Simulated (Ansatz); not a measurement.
Ansatz (an electronic-structure program) input (PBE0/def2-TZVP):

Ansatz 0.2 input:
```yaml
crystal:
  periodic: [false, false, false]
  atoms:
    - {symbol: B, position_ang: [-0.12939438, -0.05520889, 0.01380780]}
    - {symbol: F, position_ang: [-0.09531372, 1.35103738, -0.02672089]}
    - {symbol: O, position_ang: [-1.18166930, -0.77849732, 0.13336865]}
    - {symbol: O, position_ang: [1.22654528, -0.52198366, -0.10317614]}
    - {symbol: H, position_ang: [1.14578751, -1.47944414, -0.07009104]}
basis:
  gaussian:
    orbitals: def2-TZVP
hamiltonian:
  xc: {name: PBE0}
total_charge: -1
```

Output:

```
Functional definition: PBE0
integrals: 0.03 GiB planned
671 factors; their error is unknown
mean field: 0.39 GiB planned
mean field evaluation 1: about -7500.7245 eV, gradient 4.4e1 eV
mean field evaluation 2: about -7490.9514 eV, gradient 8.6e1 eV
mean field evaluation 4: about -7504.0763 eV, gradient 4.0e0 eV
mean field evaluation 8: about -7504.1007 eV, gradient 2.5e-2 eV
mean field evaluation 16: about -7504.1238 eV, gradient 2.8e-5 eV
mean field -7504.12376221 eV, -275.7714617836 hartree, gradient 2.8e-5 eV, S^2 0.000000; 0 other end points of the search recorded, 0 dependent functions left out
reference -7504.12379019 eV, -275.7714628118 hartree; 16, 16 occupied and 114, 114 virtual orbitals, 671 factors
Total energy: -7504.12379019 eV, -275.7714628118 hartree
```

It need not be the lowest isomer of its formula. Whether it binds its extra electron was not tested at this geometry.
